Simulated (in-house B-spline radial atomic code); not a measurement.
# Ionising Ho XXVI (Ho25+) with different functionals

Computed with a B-spline radial code for spherical atoms: scalar-relativistic (spin-free X2C) Hamiltonian, Fermi nucleus of rms radius 5.2022 fm, spin-polarised at highest spin, spherical fractional occupations for the functionals. The ionisation energy is the difference of two self-consistent energies, [Kr] 4d6 → [Kr] 4d5, without Breit or QED terms; ε is the level of the shell that loses the electron (its least bound occupied spin orbital). There is no spin-orbit coupling in this Hamiltonian.

Hybrids are left out here: with spherical fractional occupations of an open shell their exact exchange keeps a self-interaction that integer-occupation calculations don't have.

```csv
method,rung,ΔSCF (eV),-ε(4d) (eV)
LDA VWN5,LDA,885.97,864.77
BLYP,GGA,?,?
OLYP,GGA,887.04,865.99
revTPSS,meta-GGA,?,?
```

Q: What does BLYP give?

A: ΔSCF 885.14 eV, and -ε(4d) = 864.01 eV.

Q: What does revTPSS give?

A: ΔSCF 884.99 eV, and -ε(4d) = 863.99 eV.

Q: How do they compare with the NIST value?

A: NIST lists 885 eV ± 4 (tabulated theory, ground level to ground level). Errors run from -0.01 to +2.04 eV; all lie within about twice that uncertainty, so the table can't rank the methods.
